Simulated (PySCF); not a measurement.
C3H7BN2, SMILES N1B(C(C1)=C)N.

Geometry: PBE-D3(BJ)/def2-SVP. This is a generated structure with no PubChem entry under its InChIKey; it may be hypothetical. One conformer was computed; it need not be the lowest.

Two levels are set side by side: PBE/def2-TZVP (PySCF) and HF/def2-TZVP (PySCF). Same geometry, gas phase. Differences are taken from unrounded values.

```tsv
quantity	HF	PBE	PBE minus HF
orbital gap (eV)	12.86	4.20	-8.66
highest occupied level (eV)	-9.51	-5.30	4.20
lowest empty level (eV)	3.36	-1.11	-4.46
dipole moment (D)	1.27	1.52	0.24
mean polarisability (bohr³)	62.1	68.0	5.9
```

Without exact exchange PBE keeps part of each electron's self-repulsion, which lifts occupied levels and narrows the gap. Loosely held outer electrons make PBE densities more polarisable. Differences between two approximate levels are no errors against the true value.

Rough cost on one machine, each run with all the roots and properties that it gave: HF against PBE about 1/3.
